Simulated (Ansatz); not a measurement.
A nudged elastic band was laid between two geometries of C$_{2}$H$_{8}$GeN$_{2}$O (14 atoms, charge 0, multiplicity 1).

Level of theory: RKS PBE0/def2-SVP (Ansatz).

```yaml
movable_images: 9
climbing_image: yes
spring: 5.0 eV/Å²
optimiser: quadratic models (default)
start_path: through a guess of the saddle point
force_threshold: 0.2 eV/Å
iteration_limit: 23
end_points: relaxed
```

Image 0:

```xyz
14
Properties=species:S:1:pos:R:3
C 0.637 -2.088 -0.028
N 0.954 -0.863 0.005
C -0.035 0.128 -0.334
N 0.578 1.013 -1.291
O -1.234 -0.355 -0.870
Ge -0.545 1.011 1.394
H 1.388 -2.839 0.252
H -0.369 -2.437 -0.318
H 1.573 1.106 -1.105
H 0.146 1.934 -1.304
H -1.074 -0.423 -1.825
H -1.269 0.030 2.333
H 0.715 1.566 2.083
H -1.476 2.189 1.037
```

Image 10:

```xyz
14
Properties=species:S:1:pos:R:3
C 0.652 -2.037 -0.004
N 0.991 -0.819 0.058
C 0.033 0.201 -0.267
N 0.721 1.212 -1.011
O -1.150 -0.265 -0.886
Ge -0.568 1.007 1.463
H 1.390 -2.806 0.262
H -0.359 -2.369 -0.301
H 1.317 0.822 -1.739
H 0.074 1.889 -1.405
H -0.927 -0.521 -1.793
H -1.439 -0.008 2.228
H 0.652 1.405 2.304
H -1.401 2.258 1.120
```

(1) Which bonds break or form, and what moves?

(2) Give the energies along the band, and the barrier.

(3) What is the geometry of the highest image?

## Answers

(1) No bond is made or broken. The height of N4 over the plane of its neighbours goes from -0.35 to 0.34 Å.

(2) The run converged. The highest image is number 6 of 0 to 10, 4.1 kcal/mol above the first end and 1.4 kcal/mol above the last; the last end lies 2.7 kcal/mol above the first. The threshold of 0.2 eV/Å is loose, so the images may lie well off the minimum-energy path. The order of the stationary point at the top wasn't checked.

```json
{"image": "0", "path coordinate (Å)": "0.00", "energy (kcal/mol)": "0.0", "height of N4 over the plane of its neighbours (Å)": "-0.35"}
{"image": "1", "path coordinate (Å)": "0.14", "energy (kcal/mol)": "0.0", "height of N4 over the plane of its neighbours (Å)": "-0.35"}
{"image": "2", "path coordinate (Å)": "0.28", "energy (kcal/mol)": "0.2", "height of N4 over the plane of its neighbours (Å)": "-0.34"}
{"image": "3", "path coordinate (Å)": "0.42", "energy (kcal/mol)": "0.7", "height of N4 over the plane of its neighbours (Å)": "-0.30"}
{"image": "4", "path coordinate (Å)": "0.56", "energy (kcal/mol)": "1.9", "height of N4 over the plane of its neighbours (Å)": "-0.21"}
{"image": "5", "path coordinate (Å)": "0.70", "energy (kcal/mol)": "3.5", "height of N4 over the plane of its neighbours (Å)": "-0.07"}
{"image": "6", "path coordinate (Å)": "0.84", "energy (kcal/mol)": "4.1", "height of N4 over the plane of its neighbours (Å)": "0.08"}
{"image": "7", "path coordinate (Å)": "0.97", "energy (kcal/mol)": "3.6", "height of N4 over the plane of its neighbours (Å)": "0.20"}
{"image": "8", "path coordinate (Å)": "1.10", "energy (kcal/mol)": "3.0", "height of N4 over the plane of its neighbours (Å)": "0.28"}
{"image": "9", "path coordinate (Å)": "1.23", "energy (kcal/mol)": "2.8", "height of N4 over the plane of its neighbours (Å)": "0.33"}
{"image": "10", "path coordinate (Å)": "1.37", "energy (kcal/mol)": "2.7", "height of N4 over the plane of its neighbours (Å)": "0.34"}
```

(3) 
```xyz
14
Properties=species:S:1:pos:R:3
C 0.646 -2.033 -0.020
N 0.982 -0.814 0.022
C -0.002 0.192 -0.290
N 0.633 1.135 -1.131
O -1.202 -0.284 -0.852
Ge -0.575 0.994 1.462
H 1.394 -2.799 0.229
H -0.371 -2.374 -0.289
H 1.552 0.927 -1.491
H 0.099 1.891 -1.523
H -0.995 -0.489 -1.778
H -1.375 -0.042 2.275
H 0.659 1.446 2.261
H -1.458 2.220 1.155
```

The run took 6.1 min on 2 threads of Arm Neoverse V2, on a shared host, peak memory 0.45 GiB.
